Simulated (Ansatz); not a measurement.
`[SiH3]C=[Se]` and `[Se]=CBr` differ in one atom or group.

Ansatz, PBE0-D4/def2-TZVP geometries, multiplicity 1. 

Scalar relativity is left out up to krypton.

```json
{"property": "HOMO–LUMO gap (PBE0/def2-TZVPP) / eV", "`[SiH3]C=[Se]`": "3.26"}
{"property": "ideal-gas entropy at 298 K and 1 bar (rigid rotor, harmonic PBE0-D4/def2-TZVP) / J/(mol·K)", "`[SiH3]C=[Se]`": "310"}
{"property": "HOMO–LUMO gap (ωB97M-V/def2-TZVPP) / eV", "`[SiH3]C=[Se]`": "7.53"}
{"property": "HOMO energy (PBE/def2-TZVPP) / eV", "`[SiH3]C=[Se]`": "-5.17"}
{"property": "LUMO energy (B3LYP/def2-TZVPP) / eV", "`[SiH3]C=[Se]`": "-3.22"}
{"property": "size of the dipole moment (B3LYP/def2-TZVPP) / D", "`[SiH3]C=[Se]`": "1.29"}
```

Task: What does the change do to each property? (An estimate is asked.)

Result: Computed: 
```tsv
property	`[Se]=CBr`	shift
HOMO–LUMO gap (PBE0/def2-TZVPP) / eV	3.85	0.59
ideal-gas entropy at 298 K and 1 bar (rigid rotor, harmonic PBE0-D4/def2-TZVP) / J/(mol·K)	294	-16
HOMO–LUMO gap (ωB97M-V/def2-TZVPP) / eV	8.05	0.52
HOMO energy (PBE/def2-TZVPP) / eV	-5.70	-0.53
LUMO energy (B3LYP/def2-TZVPP) / eV	-3.16	0.06
size of the dipole moment (B3LYP/def2-TZVPP) / D	0.99	-0.30
```

With PBE0 the HOMO falls by 0.52 eV and the LUMO rises by 0.06 eV, so the gap widens by about 0.58 eV. PBE moves the HOMO by -0.53 eV and ωB97M-V by -0.49 eV. The zero-point energy changes by -63.6 kJ/mol with -9 modes. Dipoles are sizes alone; their direction can turn.

B3LYP here is the variant with VWN-RPA as its local correlation; programs differ in this.

Spin–orbit coupling is left out; it splits and shifts lone-pair levels of the heavy atoms by tenths of an eV.
